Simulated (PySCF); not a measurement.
C5H6F2, SMILES C(/C(=C)F)=C(/C)F.

Geometry: r2SCAN-D4/def2-SVP. Other conformers were not sampled.

Two levels are set side by side: PBE/def2-TZVP (PySCF) and B3LYP/def2-TZVP (PySCF). Same geometry, gas phase. Differences are taken from unrounded values.

| quantity | B3LYP | PBE | PBE minus B3LYP |
|---|---|---|---|
| orbital gap (eV) | 5.27 | 3.74 | -1.53 |
| highest occupied level (eV) | -6.44 | -5.56 | 0.88 |
| lowest empty level (eV) | -1.17 | -1.82 | -0.65 |
| dipole moment (D) | 0.12 | 0.16 | 0.04 |
| mean polarisability (bohr³) | 68.8 | 70.3 | 1.5 |

PBE's occupied levels lie high since its potential decays too fast outside the molecule; exact exchange lowers them and widens the gap. Differences between two approximate levels are no errors against the true value.

Rough cost on one machine, each run with all the roots and properties that it gave: B3LYP against PBE within a factor of 2.
